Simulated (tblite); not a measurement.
Compound: C₉H₁₄P (charge +1).
Geometry (GFN2-xTB, Å), atoms numbered from 1 in this order:
```
atom  x, y, z in Å
C1    -3.1617   -0.7441   -1.3226
C2    -2.0985   -0.4936   -0.5835
C3    -0.7428   -1.0721   -0.8347
C4    -0.1681   -1.7440    0.4477
P5     0.7214   -0.2023    0.8503
C6     2.4027   -0.2769    1.4548
C7     2.8078    0.3796    2.5348
C8     0.3440    0.0529   -0.9301
C9    -0.0570    1.4112   -1.3945
C10    0.1966    2.5146   -0.7196
H11   -4.1183   -0.3032   -1.1066
H12   -3.1195   -1.4029   -2.1738
H13   -2.1572    0.1747    0.2691
H14   -0.7689   -1.7290   -1.7042
H15   -0.9044   -2.1004    1.1665
H16    0.5312   -2.5512    0.2192
H17   -0.0228    0.5985    1.6893
H18    3.0666   -0.9013    0.8673
H19    3.8275    0.3159    2.8783
H20    2.1451    1.0020    3.1161
H21    1.1974   -0.3134   -1.5173
H22   -0.5702    1.4324   -2.3454
H23    0.7177    2.4854    0.2306
H24   -0.0803    3.4871   -1.0841
```

Level: GFN2-xTB in tblite, geometry and Hessian alike; calculated harmonic values, unscaled, isolated species. Against measured fundamentals such values can be off by several per cent, at times by over 20. Modes of hydrogen on phosphorus can be 10 to 20 % off. One conformer, not necessarily the lowest.

Harmonic wavenumbers (cm⁻¹): 53.5, 60.6, 64.0, 92.2, 133.3, 143.4, 196.3, 200.0, 286.7, 320.5, 365.3, 391.6, 449.2, 538.1, 573.3, 620.4, 664.3, 690.9, 748.1, 751.6, 791.8, 800.9, 837.1, 882.5, 905.0, 911.8, 917.1, 944.8, 984.7, 988.6, 994.2, 997.5, 998.1, 1015.4, 1017.2, 1059.9, 1095.6, 1147.3, 1177.3, 1202.1, 1207.0, 1215.8, 1245.0, 1253.6, 1299.9, 1367.2, 1388.4, 1391.6, 1403.1, 1625.7, 1706.5, 1712.3, 2403.0, 2872.2, 2964.2, 2993.4, 3000.7, 3021.2, 3023.9, 3024.8, 3080.4, 3087.2, 3113.2, 3122.6, 3149.2, 3150.0.

A = 1867, B = 782.2, C = 616.8 MHz; mass 153.083 u (most abundant isotopes); point group C1, symmetry number 1.

Q: Zero-point energy?

A: Half the sum of the wavenumbers: 42917 cm⁻¹ = 122.71 kcal/mol.

Q: Entropy at 273.15 K, 1 bar (ideal gas, RRHO, classical rotation)?

A: Translation 40.58, rotation 30.00, vibration 34.55: S = 105.1 cal/(mol K).

Q: And Cp and H(273.15 K) − H(0)?

A: Cp = 43.67 cal/(mol K), of which vibrations give 35.72 (their classical limit is 66 R = 131.2); H(273.15 K) − H(0) = 7.09 kcal/mol without the zero-point energy, 4.92 from vibrations.

Q: How do the functions run with temperature in this model?

A: 
```csv
T (K),S (cal/(mol K)),Cp (cal/(mol K)),H − H(0) (kcal/mol),G − H(0) (kcal/mol),ln q(vib)
100,74.5,22.1,1.50,-5.95,2.43
200,93.2,33.6,4.27,-14.37,5.89
300,109.4,47.5,8.31,-24.51,9.22
500,139.8,72.1,20.42,-49.47,15.86
800,179.1,94.7,45.78,-97.50,25.52
1000,201.3,104.4,65.75,-135.59,31.53
```

q(vib) and H(0) count from the zero-point level.

Q: Blend soft modes into free rotors: weight 1/[1 + (100 cm⁻¹/ν̃)⁴] for the oscillator and the rest for a rotor with moment μB/(μ + B), μ = h/(8π²ν), B = 10⁻⁴⁴ kg m². What vibrational entropy results?

A: 31.42 cal/(mol K) in place of 34.55, which changes −T·S at 273.15 K by +0.86 kcal/mol.

Q: What must be added to the electronic energy to get the Gibbs energy at 273.15 K and 1 bar?

A: ZPE + [H(273.15 K) − H(0)] − T·S = 122.71 + 7.09 − 28.72 = 101.08 kcal/mol.

Hindered rotation and anharmonicity are outside this model. Other conformers, if any are populated, would add a mixing term that is left out. The structure is chiral; the term R ln 2 for an equal mix with its mirror image is left out.
